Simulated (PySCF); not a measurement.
**Working out the ionisation energy of Te²⁺**

Te²⁺ [Kr] 4d10 5s2 5p2 (3P) → Te³⁺ [Kr] 4d10 5s2 5p1 (2P). All numbers are calculated (PySCF 2.14, the spin-free X2C one-electron Hamiltonian (Gaussian nucleus), in x2c-TZVPall (8s6p4d2f, 60 functions)). Frozen: [Kr] 4d10. Energies in hartree (1 hartree = 27.21139 eV):

| part | Te²⁺ (lower) | Te³⁺ (upper) |
| --- | --- | --- |
| UHF | -6789.894794 | -6788.905195 |
| MP2 opposite-spin | -0.037397 | -0.031636 |
| MP2 same-spin | -0.007241 | -0.002164 |

What does Hartree-Fock give?

(-6788.905195) − (-6789.894794) = 0.989599 hartree = 26.928 eV.

What do MP2 and SCS-MP2 (6/5 opposite-spin, 1/3 same-spin) give?

The opposite-spin parts differ by 0.157 eV and the same-spin parts by 0.138 eV. MP2: 26.928 + (0.157) + (0.138) = 27.223 eV. SCS-MP2: 26.928 + 1.2 × (0.157) + (0.138)/3 = 27.162 eV.

Reference: 27.84 ± 0.04 eV (measured; NIST Atomic Spectra Database, ionization energies), between the lowest levels; spin-orbit coupling is absent from the calculation.

What remains against the reference includes basis incompleteness, the frozen core and correlation beyond second order.
